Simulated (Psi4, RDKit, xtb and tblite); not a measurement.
Internal rotation in SMILES CC[SiH2]O. Scanned: dihedral C1–C2–Si3–O4 and dihedral C2–Si3–O4–H12; all other coordinates were relaxed at GFN2-xTB. Points at φ and −φ are mirror images. Heavy atoms are numbered in the order of the SMILES CC[SiH2]O, hydrogens after them in the order of the atoms that carry them; the mirror image has the same energies with the sign of each dihedral reversed.

- GFN2-xTB (xtb and tblite)
- MMFF94 // GFN2-xTB (RDKit)
- PBE/def2-SVP // GFN2-xTB (Psi4)
- PBE-D3(BJ)/def2-SVP // GFN2-xTB (Psi4)
- UFF // GFN2-xTB (RDKit)

Energies in kJ/mol at chosen points (x: dihedral C1–C2–Si3–O4 (°); y: dihedral C2–Si3–O4–H12 (°)), relative to x = 180, y = -150:

| method | (180, 180) | (0, 150) | (-120, -120) | (60, -120) | (-30, -120) | (-150, 150) | (-150, -90) |
|---|---|---|---|---|---|---|---|
| GFN2-xTB | -1.9 | 6.9 | 7.3 | 4.4 | 6.2 | 2.4 | 3.1 |
| MMFF94 | 2.0 | 7.6 | 4.2 | -3.5 | 1.4 | 3.3 | -0.1 |
| PBE/def2-SVP | -1.0 | 5.5 | 8.1 | -0.9 | 3.2 | 3.2 | 4.1 |
| PBE-D3(BJ)/def2-SVP | -1.0 | 5.1 | 8.1 | -1.2 | 2.8 | 3.2 | 4.1 |
| UFF | 0.1 | 10.1 | 9.8 | 1.6 | 6.7 | 3.9 | 7.2 |

MMFF94 has few fitted parameters for silicon.
